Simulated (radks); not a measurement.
Problem. The potassium ion K3+, configuration [Ne] 3s2 3p(up 2, down 2) (spins set by hand, not the high-spin state). Method: scalar-relativistic Kohn-Sham, PBE, spin-polarised, spherical densities, finite nucleus; Fermi nuclear charge, rms radius 3.4349 fm; computed with a radial shooting solver on a logarithmic mesh with Libxc functionals. Some entries of the table are withheld. Estimate them.

orbital  occ.  eigenvalue (eV)  <1/r> (bohr^-1)  r(max) (bohr)
1s          2              (1)            18.72            (2)
2s          2              (3)            3.804         0.3179
2p          6        -322.7982            3.707            (4)
3s          2         -72.4006            1.161          1.052
3p          4         -54.7835              (5)          1.105

Solution. 
(1) 1s eigenvalue (eV): -3566.233
(2) 1s r(max) (bohr): 0.05302
(3) 2s eigenvalue (eV): -395.9056
(4) 2p r(max) (bohr): 0.2624
(5) 3p <1/r> (bohr^-1): 1.051
